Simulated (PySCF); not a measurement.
Method: M06-2X/def2-TZVP // PBE0-D3(BJ)/def2-TZVP in PySCF. Gas-phase values, no solvent. One relaxed conformer stands for a flexible species; it need not be the lowest. Excitations are Tamm–Dancoff values on a coarser integration grid. The basis has no diffuse functions, so Rydberg states are missing or too high.

Reference species (SMILES): `N[Si](N)(N)Br` (neutral, multiplicity 1).

```
Property                                        Value
-------------------------------------------  --------
HOMO–LUMO gap                                10.11 eV
HOMO                                         -8.82 eV
brightest of the four lowest singlets (TDA)   7.21 eV
```

After one change: the HOMO–LUMO gap falls by 1.03 eV; the HOMO falls by 1.08 eV; the brightest of the four lowest singlets (TDA) decreases by 0.36 eV.

**Question.** What was changed between the two runs? The new species is one of these.
A. `N[Si](N)(N)N`
B. `Br[Si](Br)(Br)Br`
C. `N[Si](N)(Br)Br`

**Answer.** B, `Br[Si](Br)(Br)Br`
